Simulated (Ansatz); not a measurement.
**Telling isomers of BCl2FHSi+ apart by their spectra**

These gas-phase data were calculated for one isomer of BCl2FHSi+ at PBE0-D3(BJ)/def2-SVP (harmonic, unscaled wavenumbers; equilibrium rotational constants with average atomic masses):

```
rotational constants            : 2.697, 1.675, 1.033 GHz
all wavenumbers above 1500 cm⁻¹ : 2729
```

Candidates:

(1) `FB[Si+](Cl)Cl`, a singlet
(2) `FB(Cl)[SiH+]Cl`, a singlet

Task: Which structure fits?

Result: Candidate (1). The band at 2729 cm⁻¹ lies where the B–H stretch is expected; (2) has no mode between 2350 and 2900 cm⁻¹.

The same quantities for all candidates:

```
     rotational constants (GHz)  wavenumbers above 1500 cm⁻¹  E above the lowest, PBE0-D3(BJ)/def2-SVP (kcal/mol)
(1)         2.697, 1.675, 1.033                         2729                                                  0.6
(2)          4.154, 1.186, 1.04                         2300                                                  0.0
```

Each candidate is one conformer. Programs: Ansatz 0.2.0.
